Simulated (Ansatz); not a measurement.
A single point on BrClGaHO, SMILES `[OH][Ga]([Cl])[Br]`.

```yaml
crystal:
  periodic: [false, false, false]
  atoms:
    - {symbol: O, position_ang: [0.357692, 1.332259, 0.323418]}
    - {symbol: Ga, position_ang: [0.112472, -0.395229, 0.051005]}
    - {symbol: Cl, position_ang: [1.434292, -1.746359, 0.992826]}
    - {symbol: Br, position_ang: [-1.570809, -1.143613, -1.270400]}
    - {symbol: H, position_ang: [-0.283649, 1.879141, -0.138249]}
basis:
  gaussian: {orbitals: def2-TZVPP}
hamiltonian: {xc: pbe}
correlation: {method: rpa}
```

```sh
$ ansatz run in.yaml --threads 4 --pin off --events-out ev --progress --plain
```

It prints (some lines left out):

```
Functional definition: PBE
1181 factors; integrals over basis functions are off by at most 8.8e-4 eV
mean field evaluation 1: about -136981.3326 eV, gradient 7.6e1 eV
mean field evaluation 2: about -136981.3273 eV, gradient 7.6e1 eV
mean field evaluation 4: about -136986.5863 eV, gradient 3.6e1 eV
mean field evaluation 8: about -136989.9373 eV, gradient 5.2e-1 eV
mean field evaluation 16: about -136989.9378 eV, gradient 9.8e-4 eV
mean field -136989.93783548 eV, -5034.2873603390 hartree, gradient 4.4e-6 eV, S^2 0.000000; 0 other end points of the search recorded, 0 dependent functions left out
24 core orbitals not correlated: weight in the atoms' cores, before any rotation towards them, 1.000 or more for the frozen orbitals, at most 0.000 for the correlated occupied ones
reference -136893.58688786 eV, -5030.7465283231 hartree; 22, 22 occupied and 137, 137 virtual orbitals, 1181 factors
Total energy: -136931.41150793 eV, -5032.1365574720 hartree
```

Hardware: 4 threads of a server CPU on a shared host. Wall time 1.6 s, peak host memory 0.37 GiB.
